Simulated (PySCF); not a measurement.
A calculated (BLYP, PySCF 2.14, x2c-QZVPPall, the spin-free X2C one-electron Hamiltonian (Gaussian nucleus)) atom or ion has these occupied shells.

```csv
shell,electrons,orbital energy (eV),"rms radius, mean of both spins (bohr)"
1s β,1,-17832.0,0.0426
1s α,1,-17832.0,0.0426
2s α,1,-2495.5,0.176
2s β,1,-2495.4,0.176
2p α,3,-2229.2,0.156
2p β,3,-2229.2,0.156
3s α,1,-431.82,0.491
3s β,1,-431.77,0.491
3p α,3,-345.03,0.499
3p β,3,-344.97,0.499
3d α,5,-202.38,0.498
3d β,5,-202.28,0.498
4s α,1,-81.580,1.28
4s β,1,-81.013,1.28
4p α,3,-59.233,1.43
4p β,3,-58.588,1.43
4d α,1,-28.785,2.00
```

Task: Name the element and its charge.

Result: Zr³⁺ (zirconium, charge +3), in [Kr] 4d1, 2D determinant.
